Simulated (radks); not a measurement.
Problem. Species: the terbium ion Tb36+. Configuration: [Ar] 3d10 4s0.5 4f0.5 (fractional occupations, a model configuration). Calculated with a radial shooting solver on a logarithmic mesh with Libxc functionals: Dirac Kohn-Sham, PBE, spin-unpolarised, spherical densities, finite nucleus; open shells fill j = l - 1/2 first; Fermi nuclear charge, rms radius 5.06 fm. Some entries of the table are withheld. Estimate them.

orbital  occ.  eigenvalue (hartree)  <1/r> (bohr^-1)
1s1/2       2             -1959.796            73.10
2s1/2       2             -370.2911            17.52
2p1/2       2             -354.9537            17.49
2p3/2       4             -327.3724            15.39
3s1/2       2             -121.7962              (1)
3p1/2       2                   (2)            6.428
3p3/2       4                   (3)            5.897
3d3/2       4             -98.10807              (4)
3d5/2       6             -96.78767              (5)
4s1/2     0.5             -58.50124            3.154
4p1/2       0             -55.75642            3.093
4p3/2       0             -53.83235            2.917
4d3/2       0             -49.40282            2.812
4d5/2       0             -48.97793            2.769
4f5/2     0.5                   (6)            2.568
4f7/2       0                   (7)            2.553
5s1/2       0             -34.50062            1.878
5f5/2       0             -27.84893            1.606
5f7/2       0             -27.78931            1.599

Solution. 
(1) 3s1/2 <1/r> (bohr^-1): 6.508
(2) 3p1/2 eigenvalue (hartree): -115.1997
(3) 3p3/2 eigenvalue (hartree): -109.2642
(4) 3d3/2 <1/r> (bohr^-1): 5.777
(5) 3d5/2 <1/r> (bohr^-1): 5.646
(6) 4f5/2 eigenvalue (hartree): -44.14072
(7) 4f7/2 eigenvalue (hartree): -44.02759
